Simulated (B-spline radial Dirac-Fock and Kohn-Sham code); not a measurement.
## Relativistic shifts of the levels of Re³⁵⁺

System: Re³⁵⁺ in the configuration 1s2 2s2 2p6 3s2 3p6 3d10 4s2 4p6 4d4.

Both columns are ΔSCF binding energies of the configuration average from a B-spline atomic structure program: non-relativistic Hartree-Fock with a point nucleus, and Dirac-Fock with a finite nucleus and the Coulomb interaction alone, averaged over the two j levels with weights 2j+1.

```tsv
shell	Hartree-Fock (eV)	Dirac-Fock (eV)	shift (eV)	shift (%)
1s	67509.8	73523.6	+6013.87	+8.91
2s	12470.1	14070.8	+1600.65	+12.84
2p	11999.3	12534.3	+535.00	+4.46
3s	3996.6	4403.3	+406.67	+10.18
3p	3780.8	3935.0	+154.25	+4.08
3d	3384.9	3369.4	-15.44	-0.46
4s	1781.1	1910.6	+129.53	+7.27
4p	1680.7	1732.1	+51.40	+3.06
4d	1517.5	1517.7	+0.21	+0.01
```

Relativity binds 1s, 2s, 2p, 3s, 3p, 4s, 4p, 4d more strongly, among those listed most of all 2s in relative terms, and 3d more weakly, because the contracted s and p shells screen the nucleus better.

Values without a named source are computed, but for edge energies of neutral atoms, which are taken from tables.
